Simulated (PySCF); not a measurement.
Computed with PySCF with B3LYP-D3(BJ)/def2-TZVP. Isolated molecules, 0 K electronic values unless said otherwise. One relaxed conformer stands for a flexible species; it need not be the lowest. B3LYP has the VWN-RPA correlation part, as in Gaussian. Delta-SCF ions had no search for a lower state. 

Reference species (SMILES): `C=CN=C` (C–C–N–C torsion 180°) (neutral, multiplicity 1).

```json
{
  "vertical ionisation energy (Delta-SCF)": "9.54 eV",
  "HOMO–LUMO gap": "5.66 eV"
}
```

Changed species: `NC1CC=1`.

Q: Give the shifts of the vertical ionisation energy (Delta-SCF) and HOMO–LUMO gap.

A: the vertical ionisation energy (Delta-SCF) falls by 1.44 eV, to 8.10 eV; the HOMO–LUMO gap rises by 0.64 eV, to 6.30 eV.
